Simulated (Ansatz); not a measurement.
`[InH2][C]1=NC1` + H₂S → `[SH][InH2]` + `C1=NC1` at 600 K and 1 bar (ligand exchange at the In–C bond).

Isolated molecules relaxed with PBE0-D4/def2-TZVP in Ansatz; ΔE leaves out vibrations. CCSD(T)/CBS is the MP2 limit (def2-TZVPP, def2-QZVPP) plus CCSD(T) − MP2 in def2-TZVPP, frozen cores. This one scheme is used for every species. Elements past krypton have def2 core potentials. For In outer-core shells are correlated without core-valence functions, which leaves a few kJ/mol of doubt a bond.

```json
{"species": "`[InH2][C]1=NC1`", "CCSD(T)/CBS energy (Eh)": "-322.91122", "H − E (kJ/mol)": "174.2", "S (J/(mol·K))": "407.3"}
{"species": "H₂S", "CCSD(T)/CBS energy (Eh)": "-398.97279", "H − E (kJ/mol)": "60.8", "S (J/(mol·K))": "230.9"}
{"species": "`[SH][InH2]`", "CCSD(T)/CBS energy (Eh)": "-589.39884", "H − E (kJ/mol)": "92.2", "S (J/(mol·K))": "342.5"}
{"species": "`C1=NC1`", "CCSD(T)/CBS energy (Eh)": "-132.51911", "H − E (kJ/mol)": "148.2", "S (J/(mol·K))": "287.3"}
```

H − E and S are ideal-gas, rigid-rotor, harmonic terms from PBE0-D4/def2-TZVP. 1 Eh = 2625.50 kJ/mol, R = 8.31446 J/(mol·K).

**Question.** By hand: ΔE, ΔH, ΔS and ΔG.

**Answer.** ΔE = (-589.39884) + (-132.51911) − (-322.91122) − (-398.97279) = -0.03394 Eh = -89.1 kJ/mol. Δ(H − E) = 92.2 + 148.2 − 174.2 − 60.8 = 5.4, so ΔH = -83.7 kJ/mol. ΔS = 342.5 + 287.3 − 407.3 − 230.9 = -8.4 J/(mol·K). ΔG = -83.7 − 600 × (-8.4)/1000 = -78.7 kJ/mol.

**Question.** By hand: the equilibrium constant, and the temperature at which ΔG would vanish if ΔH and ΔS stayed fixed.

**Answer.** log₁₀ K = −ΔG/(RT ln 10) = 6.9. ΔG = 0 at ΔH/ΔS = 9964 K, far beyond where these terms or the molecules hold.

The number of gas molecules stays the same, so ΔS is small and ΔH decides. A doubt of 5 kJ/mol in ΔE shifts log₁₀ K by 0.4 here. These are equilibria of isolated gas molecules and say nothing of rates. Largest T1 diagnostic: 0.014 (customary marks: 0.02 for closed shells, 0.045 for open ones).
